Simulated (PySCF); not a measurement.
CHO₂, SMILES O=C=[OH+], charge +1.

Geometry optimised at PBE0-D3(BJ)/def2-TZVP. The isomer is the one that the SMILES or the coordinates give; other isomers of the formula were not compared.

Two levels are set side by side: TDA-PBE/def2-TZVPD (PySCF) and TDA-B3LYP/def2-TZVPD (PySCF). Vertical, same geometry. The lowest singlet is HOMO→LUMO 99 % with PBE and HOMO→LUMO 98 % with the other functional; states are paired by order. Differences are taken from unrounded values.

| quantity | TDA-B3LYP |
|---|---|
| lowest singlet excitation (eV) | 8.40 |
| lowest triplet excitation (TDA) (eV) | 7.82 |
| first bright state (f over 0.05) (eV) | 13.06 |
| its oscillator strength | 0.31 |

Q: What does TDA-PBE give, and how far is it from TDA-B3LYP? (Estimate from the structure and the level; the computed values follow.)

A: 
| quantity | TDA-PBE | TDA-PBE minus TDA-B3LYP |
|---|---|---|
| lowest singlet excitation (eV) | 8.30 | -0.10 |
| lowest triplet excitation (TDA) (eV) | 7.78 | -0.05 |
| first bright state (f over 0.05) (eV) | 12.44 | -0.62 |
| its oscillator strength | 0.07 | -0.24 |

Rough cost on one machine, each run with all the roots and properties that it gave: TDA-B3LYP against TDA-PBE within a factor of 2.
